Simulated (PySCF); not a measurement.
CaF, optimised at GFN2-xTB:

```xyz
2

Ca     0.0028    -0.6832     0.6263
F     -0.0028     0.6832    -0.6263
```

Method: PySCF energies (xtb for GFN2) plus ideal-gas RRHO corrections (1 bar). 6-31G* has spherical d functions here. Open shells (unrestricted): CaF (multiplicity 2). GFN2 has no spin-polarisation term. B3LYP is the form with VWN-RPA correlation.

Question: List the harmonic frequencies (cm⁻¹, unscaled) at this level and at the other levels, each on its own geometry.

Answer: 
- GFN2-xTB: 442
- B3LYP/6-31G*: 582
- HF/6-31G*: 602
- PBE/def2-SVP: 632
- PBE0/def2-TZVP: 594
